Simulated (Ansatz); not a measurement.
Ansatz (a program for electronic structure) input file for CH3Cl2NSi2, SMILES Cl[Si]1(Cl)C=N[SiH2]1, PBE-D3(BJ)/def2-SVP. 

Ansatz 0.2 input:
```yaml
crystal:
  periodic: [false, false, false]
  atoms:
    - {symbol: Cl, position_ang: [1.47519669, -0.10111513, -1.68084731]}
    - {symbol: Si, position_ang: [0.26123771, 0.01969887, -0.00000000]}
    - {symbol: Cl, position_ang: [1.47519670, -0.10111513, 1.68084730]}
    - {symbol: C, position_ang: [-0.98853312, 1.47633299, -0.00000000]}
    - {symbol: N, position_ang: [-2.16341122, 0.94553692, 0.00000000]}
    - {symbol: Si, position_ang: [-1.92110780, -0.85038456, -0.00000000]}
    - {symbol: H, position_ang: [-0.86543090, 2.57762284, -0.00000000]}
    - {symbol: H, position_ang: [-2.48899911, -1.49343250, 1.21936640]}
    - {symbol: H, position_ang: [-2.48899911, -1.49343250, -1.21936640]}
basis:
  gaussian:
    orbitals: def2-SVP
hamiltonian:
  xc: pbe
  dispersion: d3bj
relax: {f_tol: 0.002, max_steps: 200}
```

Log of the run:

```
WARN ansatz: RAYON_NUM_THREADS=1 ignored (pool sized by the plan → 1); use --threads N
Functional definition: PBE
integrals: 0.07 GiB planned
1286 factors; their error is unknown
mean field: 0.34 GiB planned
mean field evaluation 1: about -43335.2527 eV, gradient 5.1e1 eV
mean field evaluation 2: about -43256.7017 eV, gradient 1.5e2 eV
mean field evaluation 4: about -43340.6766 eV, gradient 2.4e1 eV
mean field evaluation 8: about -43342.0475 eV, gradient 1.1e-1 eV
mean field evaluation 16: about -43341.9385 eV, gradient 2.5e-4 eV
mean field -43341.93853654 eV, -1592.7868629966 hartree, gradient 2.2e-5 eV, S^2 0.000000; 0 other end points of the search recorded, 0 dependent functions left out
the calculation of the forces begins
reference -43341.93857193 eV, -1592.7868642974 hartree; 39, 39 occupied and 76, 76 virtual orbitals, 1286 factors
relax step   1: F+E_penalty+E_count = -43342.25684420 eV  Δ(F+E_penalty+E_count) = +0.000e0 eV  max|allowed force component| = 4.342e-1 eV/Å  Δτ_max = 0.0000 Å  (31 SCF iters, accepted)
these checks for a lower state are left out or cut short: starts, cluster_reference, orbital_swaps, neighbouring_geometries, increment
integrals: 0.07 GiB planned
1286 factors; their error is unknown
mean field: 0.34 GiB planned
mean field -43341.94936752 eV, -1592.7872610279 hartree, gradient 2.1e-5 eV, S^2 0.000000; 0 other end points of the search recorded, 0 dependent functions left out
the calculation of the forces begins
reference -43341.94940304 eV, -1592.7872623334 hartree; 39, 39 occupied and 76, 76 virtual orbitals, 1286 factors
relax step   2: F+E_penalty+E_count = -43342.26622783 eV  Δ(F+E_penalty+E_count) = -9.384e-3 eV  max|allowed force component| = 1.192e-1 eV/Å  Δτ_max = 0.0148 Å  (33 SCF iters, accepted)
these checks for a lower state are left out or cut short: starts, cluster_reference, orbital_swaps, neighbouring_geometries, increment
integrals: 0.07 GiB planned
1286 factors; their error is unknown
mean field: 0.34 GiB planned
mean field evaluation 32: about -43341.9509 eV, gradient 8.1e-5 eV
mean field -43341.95093473 eV, -1592.7873186219 hartree, gradient 2.1e-5 eV, S^2 0.000000; 0 other end points of the search recorded, 0 dependent functions left out
the calculation of the forces begins
reference -43341.95097029 eV, -1592.7873199286 hartree; 39, 39 occupied and 76, 76 virtual orbitals, 1286 factors
relax step   3: F+E_penalty+E_count = -43342.26740791 eV  Δ(F+E_penalty+E_count) = -1.180e-3 eV  max|allowed force component| = 4.198e-2 eV/Å  Δτ_max = 0.0054 Å  (33 SCF iters, accepted)
these checks for a lower state are left out or cut short: starts, cluster_reference, orbital_swaps, neighbouring_geometries, increment
integrals: 0.07 GiB planned
1286 factors; their error is unknown
mean field: 0.34 GiB planned
mean field -43341.95101404 eV, -1592.7873215363 hartree, gradient 2.0e-5 eV, S^2 0.000000; 0 other end points of the search recorded, 0 dependent functions left out
the calculation of the forces begins
reference -43341.95104960 eV, -1592.7873228431 hartree; 39, 39 occupied and 76, 76 virtual orbitals, 1286 factors
relax step   4: F+E_penalty+E_count = -43342.26748262 eV  Δ(F+E_penalty+E_count) = -7.471e-5 eV  max|allowed force component| = 1.386e-2 eV/Å  Δτ_max = 0.0019 Å  (25 SCF iters, accepted)
these checks for a lower state are left out or cut short: starts, cluster_reference, orbital_swaps, neighbouring_geometries, increment
integrals: 0.07 GiB planned
1286 factors; their error is unknown
mean field: 0.34 GiB planned
mean field -43341.95100104 eV, -1592.7873210587 hartree, gradient 5.5e-5 eV, S^2 0.000000; 0 other end points of the search recorded, 0 dependent functions left out
the calculation of the forces begins
reference -43341.95103660 eV, -1592.7873223654 hartree; 39, 39 occupied and 76, 76 virtual orbitals, 1286 factors
relax step   5: F+E_penalty+E_count = -43342.26748956 eV  Δ(F+E_penalty+E_count) = -6.946e-6 eV  max|allowed force component| = 1.796e-3 eV/Å  Δτ_max = 0.0007 Å  (21 SCF iters, accepted)
integrals: 0.07 GiB planned
1286 factors; their error is unknown
mean field: 0.34 GiB planned
mean field evaluation 64: about -43341.9510 eV, gradient 2.3e-3 eV
mean field -43341.95100104 eV, -1592.7873210587 hartree, gradient 5.5e-5 eV, S^2 0.000000; 1 other end points of the search recorded, 0 dependent functions left out
the calculation of the forces begins
reference -43341.95103660 eV, -1592.7873223654 hartree; 39, 39 occupied and 76, 76 virtual orbitals, 1286 factors
Total energy: -43342.26752512 eV, -1592.7989531040 hartree
Atom 0 at     1.486004    -0.106231    -1.692552 Å, force    -0.000081    -0.000173    -0.000186 eV/Å
Atom 1 at     0.269685     0.024090    -0.000000 Å, force    -0.001114     0.000270    -0.000000 eV/Å
Atom 2 at     1.486004    -0.106231     1.692552 Å, force    -0.000081    -0.000173     0.000186 eV/Å
Atom 3 at    -0.994093     1.485440    -0.000000 Å, force    -0.001796     0.000675    -0.000000 eV/Å
Atom 4 at    -2.173741     0.952580     0.000000 Å, force     0.001319    -0.001569     0.000000 eV/Å
Atom 5 at    -1.920996    -0.856619     0.000000 Å, force     0.000882     0.000949     0.000000 eV/Å
Atom 6 at    -0.863673     2.592669    -0.000000 Å, force     0.000983     0.000072    -0.000000 eV/Å
Atom 7 at    -2.497020    -1.502993     1.228116 Å, force    -0.000056    -0.000025     0.000128 eV/Å
Atom 8 at    -2.497020    -1.502993    -1.228116 Å, force    -0.000056    -0.000025    -0.000128 eV/Å
Dipole moment:    -0.079302    -0.095705    -0.000000 e Å
```

The run converged.

Cost: around 40 core-seconds (rough).
